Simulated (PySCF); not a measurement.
FH₆NOSi₂, SMILES O[Si@H](F)N[SiH3].

The structure is a stationary point at PBE0-D3(BJ)/def2-SVP. The structure was generated by enumeration; whether it is a known compound was not checked. Other conformers were not sampled.

Two levels are set side by side: TDDFT-PBE/def2-SVPD (PySCF) and TDDFT-B3LYP/def2-SVPD (PySCF). Vertical, same geometry. The lowest singlet is HOMO→LUMO 99 % with PBE and HOMO→LUMO 94 % with the other functional; states are paired by order. Differences are taken from unrounded values.

| quantity | TDDFT-B3LYP | TDDFT-PBE | TDDFT-PBE minus TDDFT-B3LYP |
|---|---|---|---|
| lowest singlet excitation (eV) | 6.50 | 5.99 | -0.51 |
| lowest triplet excitation (TDA) (eV) | 6.21 | 5.74 | -0.46 |
| first bright state (f over 0.05) (eV) | 8.47 | 7.69 | -0.78 |
| its oscillator strength | 0.08 | 0.07 | -0.01 |

A lower first singlet is the usual sign of a functional without exact exchange. Differences between two approximate levels are no errors against the true value.

Rough cost on one machine, each run with all the roots and properties that it gave: TDDFT-B3LYP against TDDFT-PBE about 3 times.
